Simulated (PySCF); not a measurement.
Ga(Cl)2(SiH3) (Cl₂GaH₃Si), SMILES [SiH3][Ga]([Cl])[Cl].

Geometry: B3LYP-D3(BJ)/def2-SVP. The structure was generated by enumeration; whether it is a known compound was not checked.

All values below come from TDA-M06-2X/def2-SVPD in PySCF.

Vertical excitations. The molecule is in vacuum.

Computed excitation energies, oscillator strengths and character:
| state | energy (eV) | λ (nm) | f | main pairs |
|---|---|---|---|---|
| S1 | 5.28 | 235 | 0.020 | HOMO→LUMO 97 % |
| S2 | 5.93 | 209 | 0.000 | HOMO−1→LUMO 98 % |
| S3 | 6.45 | 192 | 0.021 | HOMO−2→LUMO 87 % |
| S4 | 6.60 | 188 | 0.394 | HOMO→LUMO+1 84 % |
| S5 | 6.83 | 182 | 0.004 | HOMO−4→LUMO 57 %, HOMO−1→LUMO+1 25 %, HOMO→LUMO+2 10 % |
| S6 | 6.83 | 182 | 0.007 | HOMO−4→LUMO 38 %, HOMO−1→LUMO+1 38 %, HOMO→LUMO+2 15 % |
| S7 | 7.01 | 177 | 0.000 | HOMO−2→LUMO+1 87 % |
| S8 | 7.09 | 175 | 0.194 | HOMO−3→LUMO 86 % |
| S9 | 7.29 | 170 | 0.001 | HOMO−5→LUMO 85 % |
| S10 | 7.36 | 169 | 0.172 | HOMO→LUMO+2 59 %, HOMO−1→LUMO+1 17 % |
| T1 | 4.56 | 272 | 0 | HOMO→LUMO 96 % |
| T2 | 5.56 | 223 | 0 | HOMO→LUMO+1 83 % |
| T3 | 5.84 | 212 | 0 | HOMO−1→LUMO 97 % |
| T4 | 5.92 | 210 | 0 | HOMO−2→LUMO 95 % |
Triplets are in the Tamm–Dancoff approximation.
